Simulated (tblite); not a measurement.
Species: C10H16NSe (charge +1).
Numbering: `[CH3:1][Se:2]/[CH:3]=[C:4]1/[CH:5]=[CH:6][C:7]([N+:8]([CH3:9])([CH3:10])[CH3:11])=[CH:12]1` (hydrogens: H13, H14, H15 on C1; H16 on C3; H17 on C5; H18 on C6; H19, H20, H21 on C9; H22, H23, H24 on C10; H25, H26, H27 on C11; H28 on C12)
Bond orders are those of one Lewis drawing.

Computed with GFN2-xTB (tblite), gas phase: L-BFGS steps from a force-field or distance-geometry start until the largest atomic force falls under 0.01 eV/Å.

Step 5: E = -957.6507 eV
```
atom  x, y, z in Å  |  force x, y, z in eV/Å
C1      4.1283   -0.4704    1.3150    0.002  -0.016   0.010
Se2     3.6782    1.3980    0.9383   -0.004   0.055  -0.046
C3      2.8517    0.9347   -0.7324   -0.013   0.007   0.056
C4      1.5597    0.5860   -0.8280   -0.158   0.007   0.001
C5      0.8584    0.1965   -2.0416   -0.077  -0.036   0.011
C6     -0.4211   -0.0857   -1.7266   -0.011  -0.003   0.045
C7     -0.5953    0.1098   -0.2910    0.048   0.002  -0.126
N8     -1.8287   -0.0913    0.4807    0.042  -0.043  -0.071
C9     -2.2016    1.1718    1.1483   -0.041   0.112   0.049
C10    -2.9269   -0.5146   -0.4031   -0.064   0.000  -0.066
C11    -1.5999   -1.1397    1.4959    0.033  -0.083   0.088
C12     0.5756    0.5095    0.2458    0.175   0.044   0.050
H13     3.2114   -1.0489    1.3722   -0.020  -0.061   0.019
H14     4.7687   -0.8421    0.5242    0.087  -0.061  -0.041
H15     4.6499   -0.4900    2.2640    0.063   0.010   0.076
H16     3.4842    0.9304   -1.6145   -0.008   0.048   0.084
H17     1.3040    0.1496   -3.0162    0.013   0.014   0.043
H18    -1.1596   -0.4005   -2.4351   -0.138  -0.016   0.065
H19    -1.4407    1.4827    1.8606    0.070  -0.079  -0.030
H20    -2.3165    1.9675    0.4156   -0.001  -0.015  -0.091
H21    -3.1415    1.0546    1.6846   -0.037  -0.064  -0.005
H22    -3.1177    0.2421   -1.1603    0.022   0.068  -0.018
H23    -2.6754   -1.4495   -0.8967    0.045  -0.063  -0.009
H24    -3.8389   -0.6633    0.1687   -0.042   0.004   0.098
H25    -2.5163   -1.3416    2.0463   -0.074   0.031  -0.011
H26    -0.8353   -0.8390    2.2093    0.015   0.096  -0.060
H27    -1.2701   -2.0617    1.0212   -0.007  -0.004  -0.091
H28     0.7947    0.7325    1.2725    0.080   0.050  -0.031
```

Step 6: E = -957.6576 eV
```
atom  x, y, z in Å  |  force x, y, z in eV/Å
C1      4.1289   -0.4698    1.3159    0.059  -0.112   0.016
Se2     3.6826    1.3966    0.9398   -0.050   0.078  -0.069
C3      2.8478    0.9383   -0.7310    0.009  -0.026   0.038
C4      1.5558    0.5858   -0.8278   -0.070   0.032  -0.023
C5      0.8525    0.1952   -2.0390   -0.033  -0.031  -0.044
C6     -0.4273   -0.0879   -1.7250    0.032   0.003  -0.010
C7     -0.5968    0.1086   -0.2923    0.102   0.036  -0.006
N8     -1.8280   -0.0926    0.4781   -0.021   0.002   0.005
C9     -2.2025    1.1700    1.1468   -0.022   0.077   0.014
C10    -2.9264   -0.5147   -0.4024   -0.096  -0.034  -0.085
C11    -1.6012   -1.1381    1.4951    0.015  -0.092   0.042
C12     0.5753    0.5101    0.2449    0.084   0.014   0.021
H13     3.2121   -1.0523    1.3720    0.033  -0.016   0.030
H14     4.7718   -0.8450    0.5250    0.038  -0.026   0.015
H15     4.6539   -0.4881    2.2662    0.008   0.003   0.005
H16     3.4871    0.9332   -1.6097   -0.058   0.050   0.093
H17     1.3067    0.1516   -3.0086   -0.010  -0.003  -0.017
H18    -1.1717   -0.4018   -2.4288   -0.088  -0.009   0.061
H19    -1.4374    1.4761    1.8554    0.063  -0.044   0.003
H20    -2.3155    1.9638    0.4120   -0.014   0.007  -0.079
H21    -3.1424    1.0502    1.6829   -0.016  -0.044  -0.007
H22    -3.1145    0.2437   -1.1584   -0.006   0.057  -0.025
H23    -2.6726   -1.4498   -0.8968    0.005  -0.041   0.006
H24    -3.8376   -0.6612    0.1742   -0.007  -0.002   0.045
H25    -2.5198   -1.3402    2.0431   -0.035   0.039  -0.002
H26    -0.8344   -0.8330    2.2020    0.026   0.078  -0.002
H27    -1.2719   -2.0577    1.0175    0.006  -0.048  -0.077
H28     0.8045    0.7363    1.2664    0.046   0.053   0.053
```

Step 7: E = -957.6611 eV
```
atom  x, y, z in Å  |  force x, y, z in eV/Å
C1      4.1303   -0.4713    1.3166    0.069  -0.107   0.013
Se2     3.6839    1.3975    0.9391   -0.053   0.042  -0.052
C3      2.8452    0.9393   -0.7295    0.016  -0.029   0.028
C4      1.5532    0.5866   -0.8280   -0.008   0.026  -0.062
C5      0.8494    0.1940   -2.0389   -0.025  -0.013  -0.016
C6     -0.4304   -0.0891   -1.7243    0.057   0.006  -0.044
C7     -0.5951    0.1089   -0.2928   -0.006   0.013   0.055
N8     -1.8278   -0.0933    0.4767   -0.039   0.019   0.029
C9     -2.2032    1.1705    1.1462    0.000   0.015  -0.021
C10    -2.9279   -0.5152   -0.4035   -0.055  -0.028  -0.048
C11    -1.6015   -1.1388    1.4954   -0.002  -0.046  -0.018
C12     0.5764    0.5104    0.2444    0.064   0.028   0.079
H13     3.2128   -1.0546    1.3726    0.063   0.006   0.032
H14     4.7744   -0.8472    0.5254    0.014  -0.010   0.042
H15     4.6562   -0.4871    2.2678   -0.016  -0.001  -0.028
H16     3.4875    0.9356   -1.6054   -0.063   0.045   0.068
H17     1.3078    0.1526   -3.0049   -0.007  -0.013  -0.078
H18    -1.1795   -0.4026   -2.4244   -0.049  -0.002   0.067
H19    -1.4343    1.4719    1.8529    0.036  -0.020   0.005
H20    -2.3153    1.9622    0.4085   -0.018   0.007  -0.047
H21    -3.1434    1.0470    1.6820    0.008  -0.019  -0.012
H22    -3.1130    0.2458   -1.1582   -0.025   0.030  -0.020
H23    -2.6711   -1.4510   -0.8968   -0.028  -0.017   0.011
H24    -3.8374   -0.6602    0.1781    0.017  -0.004  -0.001
H25    -2.5224   -1.3388    2.0416    0.004   0.033   0.000
H26    -0.8334   -0.8283    2.1983    0.016   0.045   0.016
H27    -1.2726   -2.0568    1.0139    0.007  -0.052  -0.045
H28     0.8105    0.7394    1.2645    0.023   0.044   0.048
```

**Question.** Estimate the geometry and energy of step 8. (The exact step hangs on the optimiser's Hessian estimate; all steps are aligned on step 7, rigid shifts and turns removed.)

**Answer.** E = -957.6633 eV, largest force 0.087 eV/Å
```
atom  x, y, z in Å  |  force x, y, z in eV/Å
C1      4.1323   -0.4739    1.3173    0.050  -0.044   0.003
Se2     3.6836    1.3988    0.9377   -0.039  -0.012  -0.017
C3      2.8433    0.9393   -0.7278    0.029  -0.018   0.012
C4      1.5516    0.5877   -0.8293   -0.006   0.010  -0.032
C5      0.8472    0.1930   -2.0391    0.037   0.011  -0.043
C6     -0.4315   -0.0898   -1.7243    0.006   0.001  -0.003
C7     -0.5941    0.1094   -0.2922    0.001   0.017   0.085
N8     -1.8283   -0.0936    0.4760   -0.037   0.013   0.020
C9     -2.2036    1.1712    1.1456    0.014  -0.024  -0.035
C10    -2.9296   -0.5158   -0.4051   -0.006  -0.006  -0.007
C11    -1.6016   -1.1401    1.4954   -0.006  -0.001  -0.049
C12     0.5783    0.5112    0.2456   -0.027   0.006   0.021
H13     3.2143   -1.0561    1.3736    0.063   0.005   0.031
H14     4.7766   -0.8490    0.5262    0.014  -0.011   0.039
H15     4.6576   -0.4865    2.2685   -0.013  -0.004  -0.025
H16     3.4867    0.9380   -1.6015   -0.044   0.039   0.030
H17     1.3083    0.1530   -3.0041   -0.019  -0.018  -0.080
H18    -1.1855   -0.4031   -2.4203   -0.015   0.003   0.067
H19    -1.4317    1.4688    1.8514    0.005  -0.003  -0.006
H20    -2.3156    1.9614    0.4052   -0.017  -0.001  -0.014
H21    -3.1440    1.0447    1.6813    0.026   0.004  -0.015
H22    -3.1126    0.2477   -1.1585   -0.036   0.000  -0.011
H23    -2.6706   -1.4523   -0.8967   -0.048   0.002   0.010
H24    -3.8372   -0.6598    0.1806    0.021  -0.006  -0.031
H25    -2.5242   -1.3373    2.0408    0.033   0.021   0.000
H26    -0.8325   -0.8245    2.1962   -0.005   0.009   0.008
H27    -1.2729   -2.0573    1.0107    0.001  -0.033  -0.012
H28     0.8147    0.7422    1.2644    0.017   0.041   0.056
```

The energy changes by -0.0022 eV. The first-order estimate −F·Δx gives -0.0033 eV and the mean of the old and new forces, exact on a quadratic surface, -0.0022 eV. The step makes an angle of 52° with the force vector and moves no atom by more than 0.007 Å.

What follows is the cost of the whole relaxation. On one thread, Arm Neoverse N1 (aarch64), shared host with 64 logical CPUs at a one-minute load of 12, this took 3.6 s.
